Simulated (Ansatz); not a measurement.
```xyz
10

C     1.568    1.050   -0.696
O     0.532    0.299   -0.141
Ti   -0.607   -0.785    0.572
F    -0.474   -0.847    2.321
Cl   -0.370   -2.809   -0.257
Se   -2.738    0.161   -0.067
H     2.235    1.402    0.094
H     2.130    0.433   -1.402
H     1.148    1.909   -1.224
H    -3.424   -0.814    0.799
```

Total charge 0; spin multiplicity 1.

**Question.** List the PBE/def2-TZVPP orbital energies in eV (the Gaussian-basis code of Ansatz). (An estimate is asked.)

**Answer.** Computed: Occupied: -12302.24, -4837.16, -2738.70, -1562.23, -1403.01, -1402.96, -1402.95, -659.84, -531.61, -511.69, -444.16, -444.13, -444.12, -271.05, -249.29, -205.21, -189.90, -189.85, -189.85, -150.55, -150.39, -150.34, -62.01, -53.64, -53.59, -53.55, -53.44, -53.43, -39.44, -39.14, -38.92, -28.36, -25.82, -19.74, -17.45, -17.18, -12.51, -11.97, -11.96, -10.75, -10.22, -10.17, -9.62, -8.98, -8.44, -8.16, -8.03, -7.70, -7.27, -6.21. Lowest empty: -3.37, -3.27, -2.67, -2.45, -2.09, -0.91, 0.02, 0.74.
